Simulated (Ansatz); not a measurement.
Consider the formal exchange of groups at a C–C bond: `C=CC1=CC1` + `[Br][SnH3]` → `C=[CH][SnH2][Br]` + `C1=CC1`.

Calculated with Ansatz (gas phase, PBE0-D4/def2-TZVP geometries, no zero-point term in ΔE). CCSD(T)/CBS adds triple-zeta CCSD(T) − MP2 to the extrapolated MP2 energy (def2 sets, frozen cores). This one scheme is used for every species. Functionals use def2-TZVPP. def2 core potentials past Kr. For Br, Sn outer-core shells are correlated without core-valence functions, which leaves a few kJ/mol of doubt a bond. Scalar relativity is left out up to krypton. Each species was taken in one conformer, which may not be the lowest.

(1) Is it downhill or uphill in electronic energy at CCSD(T)/CBS, and by how much? (An estimate is asked.)

(2) What do these levels give: BHLYP-D4, BHLYP, CAM-B3LYP, CCSD/def2-SVP, SCS-MP2/def2-TZVPP, CCSD(T)/def2-TZVPP? (An estimate is asked.)

Largest T1 diagnostic among the species: 0.011.

Results:

(1) Ansatz gave: Uphill: ΔE = +10.5 kJ/mol.

(2) The calculation gave: BHLYP-D4 23.4, BHLYP 27.7, CAM-B3LYP 26.6, CCSD/def2-SVP 28.2, SCS-MP2/def2-TZVPP 15.1, CCSD(T)/def2-TZVPP 14.9 kJ/mol.

In def2-TZVPP, CCSD(T) changes the Hartree–Fock value by −9.3 kJ/mol (the triples alone add +0.2 kJ/mol) and MP2 by −9.0 kJ/mol. Leaving LDA and LC-ωPBE aside and taking each functional with its dispersion term where it has one, the values, not all of them listed here, spread over 20.6 kJ/mol, from ωB97M-V to B97M-V. LDA lies +8.7 kJ/mol from PBE without D4. At CCSD(T), def2-SVP lies +19.3 kJ/mol from the extrapolated value and def2-TZVPP +4.4 kJ/mol.
